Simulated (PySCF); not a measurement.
# Identify the compound

An unknown has the formula C₇H₇NOSi. Its calculated NMR data are:

¹H NMR (600 MHz, computed): δ 5.52 (m, 1H), 5.11 (m, 1H), 4.34 (m, 1H), 2.15 (d, 1H), 1.77 (s, 3H).

¹³C{¹H} NMR (computed): δ 234.1 (C), 129.5 (C), 87.0 (CH), 79.1 (C), 69.5 (CH), 21.4 (CH3), 14.7 (C).

Calculated, not measured (PySCF 2.14): GFN2-xTB structure, shieldings: GIAO PBE0/pcSseg-1. Averaged over atoms made equivalent by symmetry, fast rotation or ring inversion, non-relativistic Hamiltonian, one computed conformer, no solvent model.

Scale: ¹H (σ = 31.72 ppm) and ¹³C (σ = 186.93 ppm) against TMS (reference shieldings calculated alike).

Propose a structure and justify it.

Results:


1. Rings plus π bonds: 6 (1 ring in the answer).
2. 7 carbon signals for 7 carbons: no two carbons are equivalent.
3. Carbon types of the structure: 4 × C, 2 × CH, 1 × CH3, leaving 2 H on heteroatoms.
4. δC 234.1: carbonyl carbon.
5. δC 129.5: nitrile carbon; typical of a nitrile.
6. δC 87.0: terminal alkyne carbon; the triple bond shields along its axis, which puts it between sp3 and sp2 carbons.
7. δC 79.1: alkyne carbon; the triple bond shields along its axis, which puts it between sp3 and sp2 carbons.
8. δC 69.5: sp3 CH α to a carbonyl.
9. δC 21.4: methyl carbon; saturated and bonded to C and H only.
10. δH 2.15: hydrogen on a terminal alkyne carbon; it lies on the axis of the triple bond, in its shielding cone.

These data were computed for `C[C@]1(C#N)[C@H](C#C)C(=O)[SiH2]1`.

The shifts were computed for this structure.

Shifts are as computed. Against solution values, carbons near 30 ppm lie about +3 ppm off and those near 130 ppm about +5 ppm. Of 1211 compounds with measured shifts, 218 miss one by over three times the rms of a fit or turn the order of signals round; such compounds aren't used in these exercises. No couplings were computed; multiplicities are counted from neighbouring protons, with m where these are inequivalent, close in shift, in a saturated or five-membered ring or joined by F or P, and br s for small geminal =CH2 splittings.
